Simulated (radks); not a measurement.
All-electron atom: Cr5+ in [Ar] 3d1.

All-electron calculation, scalar-relativistic Kohn-Sham, SCAN, spin-polarised, spherical densities, finite nucleus; open shells are filled with parallel spins first; meta-GGA in the generalised Kohn-Sham scheme; Fermi nuclear charge, rms radius 3.6452 fm. Program: a radial shooting solver on a logarithmic mesh with Libxc functionals.

Energy parts (Ry):
total: -2089.26903
kinetic: 2110.96897
electron-nucleus: -4864.91001
Hartree: 757.64416
exchange-correlation: -92.97215

Orbitals (lengths in bohr, moments of r in powers of bohr; <r^-3> diverges for s and p1/2):
| orbital | occ. | eigenvalue (Ry) | <r^-3> |
|---|---|---|---|
| 1s up | 1 | -440.2168 | - |
| 1s down | 1 | -440.2173 | - |
| 2s up | 1 | -56.21614 | - |
| 2s down | 1 | -56.15368 | - |
| 2p up | 3 | -48.17490 | 362.1 |
| 2p down | 3 | -48.12821 | 362.8 |
| 3s up | 1 | -11.64750 | - |
| 3s down | 1 | -11.50476 | - |
| 3p up | 3 | -9.36385 | 49.39 |
| 3p down | 3 | -9.22548 | 48.98 |
| 3d up | 1 | -5.82711 | 5.035 |

The highest occupied level is 3d up at -79.282 eV. The density falls to 0.001 e/bohr^3 at r = 2.34 bohr. The electron density at the nucleus is 1.151e+04 e/bohr^3 (large components only). For comparison, the ionisation energy in NIST's Atomic Spectra Database is 90.635 eV (measured). In exact Kohn-Sham theory the highest level is minus the ionisation energy, but local and semilocal functionals leave it too shallow, through self-interaction and a potential that decays too fast; potentials with the right tail come closer. Summed over all electrons, <r^2> = 9.074 bohr^2, which gives a Langevin (diamagnetic) susceptibility term of -7.19 x 10^-6 cm^3/mol.

Empty levels of this run are not shown, since the potential may be unsettled where no density lies.
